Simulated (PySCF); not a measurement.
Stationary points of ZrOCl₂

Method: PBE0/[Zr def2-TZVP with ECP28, O def2-TZVP, Cl def2-TZVP], scalar-relativistic core potentials, density fitting, no spin–orbit coupling, PySCF.

Relaxations began from a few typed shapes. The search is not exhaustive: other isomers or separated fragments can lie lower, and high-lying points may rest on an excited occupation.

```
   spin  group                             bonds                                angles  imaginary modes (cm⁻¹)  ΔE (kJ/mol)  ΔE with ZPE (kJ/mol)
singlet     Cs  Zr–Cl 2.374 Å (×2), Zr–O 1.723 Å  Cl–Zr–Cl 123.1°, Cl–Zr–O 112.8° (×2)                    none          0.0                   0.0
singlet    C2v  Zr–Cl 2.382 Å (×2), Zr–O 1.724 Å  Cl–Zr–Cl 130.0°, Cl–Zr–O 115.0° (×2)                     55i          1.6                     –
```

The lowest minimum found is the singlet Cs: Zr–Cl 2.374 Å (×2), Zr–O 1.723 Å; Cl–Zr–Cl 123.1°, Cl–Zr–O 112.8° (×2).

Formally Zr is in oxidation state +4, d0. The polar-tensor charge on Zr, 2.24, is far below the formal one.
